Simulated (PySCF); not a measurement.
Structure problem from calculated spectra and properties.

Formula: C4H5F2NO.

| Quantity | Value |
| --- | --- |
| UV, first state | lowest singlet excitation: 5.28 eV (235 nm, f = 0.002) [TDDFT wB97X-D/def2-SVPD] |
| NMR, other nuclei | isotropic shieldings of nuclei other than C and H, by class: 28 (1 N), 122 (1 O), 282 (2 F) ppm [GIAO PBE0/pcSseg-1] |
| Rotational structure | rotational constants A, B, C: 5.228, 1.061, 0.998 GHz [GFN2-xTB] |
| Triplet | lowest triplet excitation (Tamm–Dancoff): 3.69 eV [TDA wB97X-D/def2-SVPD] |
| Dipole | 4.19 D [wB97X-D/def2-SVPD] |
| 1H NMR | chemical shifts (computed TMS as zero) by class: 9.20 (1 H), 8.12 (1 H), 6.30 (1 H), 6.28 (1 H), 6.16 (1 H) ppm [GIAO PBE0/pcSseg-1] |
| Polarisability | 62.6 au [wB97X-D/def2-SVPD] |
| 13C NMR | chemical shifts (computed TMS as zero) by class: 168.9 (1 C), 135.6 (1 C), 133.5 (1 C), 119.5 (1 C) ppm [GIAO PBE0/pcSseg-1] |

Gas-phase values; electronic properties from PySCF, density fitting. Levels stand in brackets. Geometry: GFN2-xTB, one conformer, isolated molecule. NMR classes are plain means over equivalent atoms (diastereotopic ones count apart unless rotation or inversion swaps them), as if these changed places fast.

Problem. What is the compound? Reason from the data.

Solution. Numbering: `[H]/[N:4]=[C:3](\[CH:2]=[CH2:1])[O:5][CH:6]([F:7])[F:8]`. Its formula, C4H5F2NO, gives 2 degrees of unsaturation: 0 rings and 2 π bonds in the structure found. 4 carbons fall into 4 classes; from least to most shielded: C=N carbon [C3] (168.9 ppm), alkene CH carbon [C2] (135.6 ppm), terminal =CH2 carbon [C1] (133.5 ppm), CHF2 carbon [C6] (119.5 ppm). Hydrogen classes from least to most shielded: 1 H on a C=N nitrogen, N4 (9.20 ppm), 1 H on a CHF2 carbon, C6 (8.12 ppm), 1 H on an alkene CH carbon, C2 (6.30 ppm), 1 H on a terminal =CH2 carbon, C1 (6.28 ppm), 1 H on a terminal =CH2 carbon, C1 (6.16 ppm). The other shieldings belong to: 28 ppm, C=N nitrogen [N4]; 122 ppm, oxygen bonded to 2 C [O5]; 282 ppm, fluorine of a CF2 group [F7/F8]. The optimised geometry has point group C1 and is an asymmetric top. Structure: `[H]/N=C(\C=C)OC(F)F`. Computed isomers that give other values at the same levels: `C=N/C=C\OC(F)F` (13C chemical shifts (computed TMS as zero) by class: 152.7 (1 C), 147.8 (1 C), 127.3 (1 C), 123.0 (1 C) ppm). The assignments are read from this structure; whether some other isomer fits the data as well wasn't checked.

Conformer computed: `[H]/[N:4]=[C:3](\[CH:2]=[CH2:1])[O:5][CH:6]([F:7])[F:8]`: C1–C2–C3–N4 0°, C2–C3–O5–C6 179°, C3–O5–C6–F7 -143°.
